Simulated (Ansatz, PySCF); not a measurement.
Sites of deprotonation of C#CO:

A. C#CO → [C-]#CO + H+
B. C#CO -> C#C[O-] + H+

Quantity: gas-phase deprotonation energy (enthalpy at 298 K, with B3LYP-D3(BJ) rigid-rotor harmonic-oscillator terms from PySCF), kcal/mol. Structures are relaxed separately at B3LYP-D3(BJ)/def2-TZVP in Ansatz (a quantum-chemistry and plane-wave program). Correlated levels leave the core frozen unless marked. No spin-orbit coupling. No relativistic terms. CBS marks a two-point X^-3 extrapolation of the correlation energy; Hartree-Fock from the larger set. The bracket is a focal-point correction in the basis named. Anions need diffuse functions, which plain sets lack and def2-D sets hold few of.

|  | M06-L-D4/def2-TZVPD (PySCF + dftd4) | B97M-V/def2-TZVPD (Ansatz) | CCSD/aug-cc-pVDZ (Ansatz) | RI-MP2/CBS(aug-cc-pVTZ,aug-cc-pVQZ)+[CCSD(T)-MP2]/aug-cc-pVTZ (Ansatz) |
|---|---|---|---|---|
| A | 387.6 | 383.6 | 378.9 | [?] |
| B | 330.6 | 329.2 | 332.5 | [?] |

### Question
Some entries are withheld; supply them.

### Answer

- A, RI-MP2/CBS(aug-cc-pVTZ,aug-cc-pVQZ)+[CCSD(T)-MP2]/aug-cc-pVTZ (Ansatz): 381.4
- B, RI-MP2/CBS(aug-cc-pVTZ,aug-cc-pVQZ)+[CCSD(T)-MP2]/aug-cc-pVTZ (Ansatz): 332.3
